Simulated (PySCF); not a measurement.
Compound: C₆H₄SSe.
Cartesian coordinates in Å at the PBE0-D3(BJ)/def2-SVP level; atoms count from 1:
```
atom  x, y, z in Å
C1    -2.240   -0.383   -0.345
C2    -1.693    0.572    0.470
C3    -0.273    0.532    0.422
Se4    1.120    1.480    1.222
C5     2.290    0.379    0.266
C6     1.652   -0.539   -0.515
C7     0.231   -0.451   -0.427
S8    -1.056   -1.332   -1.173
H9    -3.298   -0.585   -0.509
H10   -2.285    1.264    1.070
H11    3.367    0.509    0.369
H12    2.183   -1.260   -1.138
```

Level of theory: TDDFT CAM-B3LYP/def2-SVPD, vertical, gas phase, core orbitals frozen in the response in PySCF 2.14.0, density-fitted response routines. Relativistic effects, spin–orbit coupling among them, are left out although an element past zinc is present.

Ground-to-excited transition dipoles (e·a0, same axes as the geometry; the sign carries no meaning), for the states with f of 0.002 or more among the lowest 10:

| state | E (eV) | μx | μy | μz |
| --- | --- | --- | --- | --- |
| S1 | 4.827 | -1.057 | -0.790 | -0.668 |
| S3 | 5.022 | -0.687 | 0.427 | 0.374 |
| S9 | 6.159 | -0.001 | 0.092 | -0.106 |
| S10 | 6.286 | -0.002 | 0.190 | -0.222 |

Question: What oscillator strength does each state have?

Answer: f = (2/3) ΔE |μ|² with ΔE in hartree (27.2114 eV).

```json
{"state": "S1", "|μ|² (au)": "2.187", "|μ| (D)": "3.76", "f": "0.259"}
{"state": "S3", "|μ|² (au)": "0.794", "|μ| (D)": "2.27", "f": "0.098"}
{"state": "S9", "|μ|² (au)": "0.020", "|μ| (D)": "0.36", "f": "0.003"}
{"state": "S10", "|μ|² (au)": "0.085", "|μ| (D)": "0.74", "f": "0.013"}
```

Question: What is the point group, and which symmetry does each of these states have?

Answer: Cs. The ground state is totally symmetric, so the direction of μ fixes the label. Polarised normal to the mirror plane, so A″: S9 and S10. Polarised in the mirror plane, so A′: S1 and S3.

Question: Which bond between heavy atoms lies closest to the direction of the S1 transition dipole?

Answer: C7–S8 and C3–Se4, at 3° from it; next C5–C6 at 18°.

Question: What angle do the transition dipoles of S1 and S3 make?

Answer: |cos θ| = |μa·μb| / (|μa| |μb|) = 0.11, so θ ≈ 84° (taken between 0 and 90°, since the signs are arbitrary).

Question: What peak molar absorption coefficient would the strongest computed level give as a lone Gaussian band 0.3 eV wide at half height?

Answer: ε(max) = 2.175×10⁸ f / FWHM, with the width in cm⁻¹. S1: 2.175×10⁸ × 0.2586 / 2420 ≈ 23000 L mol⁻¹ cm⁻¹.

All these states lie below the vertical ionisation energy of 8.14 eV (ΔSCF).
